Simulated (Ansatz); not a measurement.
`[NH2][Ge][SH]` + HCl → `[SH][Ge][Cl]` + NH₃ at 700 K and 1 bar (ligand exchange at a Ge–N bond).

Computed with Ansatz on PBE0-D4/def2-TZVP structures; ΔE is electronic, products minus reactants. CCSD(T)/CBS adds triple-zeta CCSD(T) − MP2 to the extrapolated MP2 energy (def2 sets, frozen cores). This one scheme is used for every species. For Ge outer-core shells are correlated without core-valence functions, which leaves a few kJ/mol of doubt a bond. Scalar relativity is left out up to krypton. One conformer a species, not always the lowest.

| species | CCSD(T)/CBS energy (Eh) | H − E (kJ/mol) | S (J/(mol·K)) |
| --- | --- | --- | --- |
| `[NH2][Ge][SH]` | -2530.43678 | 144.4 | 381.4 |
| HCl | -460.38127 | 38.4 | 211.8 |
| `[SH][Ge][Cl]` | -2934.32884 | 70.4 | 367.1 |
| NH₃ | -56.50880 | 116.9 | 226.5 |

H − E and S are ideal-gas, rigid-rotor, harmonic terms from PBE0-D4/def2-TZVP, for one conformer and one mirror image of each species. 1 Eh = 2625.50 kJ/mol, R = 8.31446 J/(mol·K).

By hand: ΔE, ΔH, ΔS and ΔG.

ΔE = (-2934.32884) + (-56.50880) − (-2530.43678) − (-460.38127) = -0.01959 Eh = -51.4 kJ/mol. Δ(H − E) = 70.4 + 116.9 − 144.4 − 38.4 = 4.5, so ΔH = -46.9 kJ/mol. ΔS = 367.1 + 226.5 − 381.4 − 211.8 = 0.4 J/(mol·K). ΔG = -46.9 − 700 × (0.4)/1000 = -47.2 kJ/mol.

By hand: the equilibrium constant, and the temperature at which ΔG would vanish if ΔH and ΔS stayed fixed.

log₁₀ K = −ΔG/(RT ln 10) = 3.5. ΔH and −TΔS have one sign here, so there is no such temperature.

The number of gas molecules stays the same, so ΔS is small and ΔH decides. A doubt of 5 kJ/mol in ΔE shifts log₁₀ K by 0.4 here. Other conformers and mirror images would add mixing entropy, several J/(mol·K) or more a flexible species. These are equilibria of isolated gas molecules and say nothing of rates. Largest T1 diagnostic: 0.014 (customary marks: 0.02 for closed shells, 0.045 for open ones).

ΔS is within the doubt of such terms, so its sign, and with it that verdict, could turn.
